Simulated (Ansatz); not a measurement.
This geometry of GeH$_{4}$ (5 atoms, charge 0, multiplicity 1) is a first-order saddle point.

These are results of RKS BHLYP/def2-SVPD (Ansatz 0.2.0), not measurements.

```xyz
5
Properties=species:S:1:pos:R:3
Ge 0.240 0.000 -0.445
H 0.628 0.000 1.218
H 1.541 0.000 0.421
H -0.567 1.265 -0.146
H -0.567 -1.265 -0.146
```

(1) Which two structures does it join? (They come from a converged band through this point; their orientation in space is the band's.)

(2) How far does it lie above each of them?

## Answers

(1) Bonds broken: Ge1–H2, Ge1–H3. Bonds formed: H2–H3. GeH4 becomes GeH2 + H2.

Image 0:

```xyz
5
Properties=species:S:1:pos:R:3
Ge 0.255 0.000 0.181
H 0.255 0.000 1.709
H 1.696 0.000 -0.329
H -0.465 1.248 -0.329
H -0.465 -1.248 -0.329
```

Image 6:

```xyz
5
Properties=species:S:1:pos:R:3
Ge 0.181 0.000 -0.820
H 0.872 0.000 1.189
H 1.505 0.000 0.742
H -0.641 1.145 -0.104
H -0.641 -1.145 -0.104
```

(2) 245.6 kJ/mol above the first and 70.1 kJ/mol above the second. This is the barrier of this one path; another mechanism may lie lower. The orbitals stay closed-shell, which can raise the energy where a bond breaks towards radicals; this wasn't checked here.

The run took 75 s on 1 thread of Arm Neoverse V1, on a shared host, peak memory 0.13 GiB.
